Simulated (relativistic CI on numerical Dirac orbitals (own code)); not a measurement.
Calculated at this level of theory: Dirac-Coulomb-Breit CI, KLI orbitals optimised for each configuration, QED by a radiative potential, unscaled Slater integrals (own radial code, finite nucleus).

The strongest absorption lines from the ground level of an ion, among the configurations computed and to levels below about 340 eV (vacuum wavelength in Å, gf): 36.826 (0.37), 37.063 (0.52), 37.107 (0.49), 37.300 (0.33), 51.377 (0.55), 51.686 (0.32), 52.386 (0.38), 78.034 (1.4).

**Question.** Which ion is it?
A. Tc XVII
B. Nb XVII
C. Nb XV
D. Rh XIX

**Answer.** C. Nb XV has 27 electrons and the ground level 3s2 3p6 3d9 2D_5/2; the strongest line goes to 3s2 3p5 3d10 2P°_3/2. The pattern of lines fixes the number of electrons, and along that sequence the line energies rise steadily with the charge (about as its square where n changes within one kind of shell, about linearly where n is kept but much faster in heavy ions where fine structure, which grows about as Z⁴, sets the gap, and irregularly where shells cross), which fixes Z. Configurations outside the model, such as inner-shell arrays, can give stronger lines. At this charge energies of transitions that change n are usually good to better than 1 %, and those within a shell (Δn = 0) to a few per cent.

LS names give the leading component of a level, which can be under half, so a name can repeat, a term be missing and a line seem to break the LS rules.
